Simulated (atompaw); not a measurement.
An all-electron radial function and its pseudo partner (aluminium)

Columns: radius, all-electron u(r) and pseudo u(r) of the 3p shell (level -17.14 eV) of aluminium in the configuration [Ne] 3s1 3p0; PBEsol, scalar-relativistic, PAW (atompaw) scheme, atompaw 4.2.0.5.

```tsv
r (bohr)	all-electron	pseudo
0.083	-0.0800	0.0031
0.165	-0.1939	0.0123
0.248	-0.2721	0.0274
0.331	-0.3027	0.0482
0.413	-0.2934	0.0737
0.496	-0.2547	0.1039
0.579	-0.1966	0.1379
0.662	-0.1267	0.1750
0.744	-0.0516	0.2138
0.827	0.0265	0.2545
0.910	0.1038	0.2958
0.992	0.1774	0.3366
1.075	0.2478	0.3772
1.158	0.3133	0.4165
1.240	0.3725	0.4535
1.323	0.4267	0.4886
1.406	0.4751	0.5212
1.488	0.5172	0.5506
1.571	0.5542	0.5774
1.654	0.5859	0.6011
1.737	0.6124	0.6216
1.819	0.6336	0.6386
1.902	0.6504	0.6527
1.985	0.6627	0.6634
2.067	0.6706	0.6708
2.150	0.6747	0.6747
```

(1) How many radial nodes do the two functions have?

(2) Is the pseudo-wave norm-conserving?

Answers

(1) The all-electron 3p function has n − l − 1 = 1; the pseudo-wave has 0, since the states of the same l below it are removed with the core.

(2) No, it belongs to a PAW set: the norm inside the radius is not constrained, and the difference is carried by the augmentation charge.
